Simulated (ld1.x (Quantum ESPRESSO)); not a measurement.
# Scattering properties, TM semilocal potential for tin (Sn)

tin (Sn), norm-conserving Troullier–Martins (semilocal form), made with ld1.x (Quantum ESPRESSO) 7.5 (PBE, scalar-relativistic). Core [Kr] 4d10, reference 5s2 5p2. Waves: 5p (bound): rc 1.90 bohr; 5d channel at -0.15 Ry: rc 1.60 bohr; 5s (bound): rc 1.70 bohr. Local part: the s channel. Core correction: a·sin(br)/r model core, default radius (core density twice the valence density).

The phase is arctan(r·u′/u) with u = r·R(r), unwrapped; energies in Ry, scanned from -3 to 5 Ry. A pole is an energy at which the radial function vanishes at the test radius. The pseudo phase is shifted by a multiple of π to meet the all-electron one at the reference energy, and phase errors are pseudo minus all-electron; the curves can meet again beyond the range given. Levels narrower than the energy grid can be missing from the lists of poles.

| channel | radius (bohr) | reference energy (Ry) | poles, all-electron | poles, pseudo | unbroken range about the reference energy with phases within 0.05 rad | phase error 1 Ry above the reference energy (rad) |
| --- | --- | --- | --- | --- | --- | --- |
| s | 2.05 | -0.78 | 3.32 | 2.62 | below 2.8 | -0.012 |
| p | 2.05 | -0.27 | none | 3.44 | below 0.7 | -0.054 |
| d | 2.05 | -0.15 | -1.55 | none | -0.7 to 0.4 | +0.102 |

Phases in the d channel:

| E (Ry) | all-electron | pseudo |
| --- | --- | --- |
| -3.00 | 1.181 | -1.777 |
| -2.76 | 1.113 | -1.780 |
| -2.52 | 0.978 | -1.783 |
| -2.28 | 0.579 | -1.787 |
| -2.04 | -0.717 | -1.791 |
| -1.80 | -1.375 | -1.795 |
| -1.56 | -1.564 | -1.799 |
| -1.32 | -1.652 | -1.803 |
| -1.08 | -1.705 | -1.808 |
| -0.84 | -1.744 | -1.813 |
| -0.60 | -1.776 | -1.818 |
| -0.36 | -1.804 | -1.823 |
| -0.12 | -1.831 | -1.828 |
| 0.12 | -1.858 | -1.834 |
| 0.36 | -1.887 | -1.840 |
| 0.60 | -1.919 | -1.847 |
| 0.84 | -1.954 | -1.854 |
| 1.08 | -1.996 | -1.861 |
| 1.32 | -2.045 | -1.869 |
| 1.56 | -2.106 | -1.877 |
| 1.80 | -2.184 | -1.885 |
| 2.04 | -2.285 | -1.895 |
| 2.28 | -2.420 | -1.905 |
| 2.52 | -2.604 | -1.915 |
| 2.76 | -2.848 | -1.927 |
| 3.00 | -3.148 | -1.939 |
| 3.24 | -3.462 | -1.952 |
| 3.48 | -3.737 | -1.967 |
| 3.72 | -3.950 | -1.982 |
| 3.96 | -4.106 | -2.000 |
| 4.20 | -4.222 | -2.018 |
| 4.44 | -4.309 | -2.039 |
| 4.68 | -4.376 | -2.061 |
| 4.92 | -4.429 | -2.086 |
